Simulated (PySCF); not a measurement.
SMILES Cl[Si](Cl)(Cl)[SiH2]B (B3LYP/def2-SVP optimised geometry):

```
10

B      1.718    -1.586    -0.134
Si     1.195     0.353     0.000
Si    -1.161     0.353     0.000
Cl    -1.939     2.273     0.000
Cl    -1.869    -0.638    -1.682
Cl    -1.876    -0.641     1.675
H      1.767    -2.273     0.854
H      1.939    -2.095    -1.203
H      1.605     1.203    -1.157
H      1.597     1.020     1.274
```

Level of theory: B3LYP/def2-TZVP in PySCF.

Q: What are the frontier orbital energies and the dipole moment?

A: HOMO-2 -8.94 eV, HOMO-1 -8.93 eV, HOMO -8.15 eV, LUMO -3.17 eV, LUMO+1 -0.74 eV; dipole moment 1.97 D.

Meta-Löwdin charges at B3LYP/def2-TZVP: B1 -0.15, Si2 0.25, Si3 0.78, Cl4 -0.27, Cl5 -0.28, Cl6 -0.28, H7 0.03, H8 0.04, H9 -0.07, H10 -0.07.
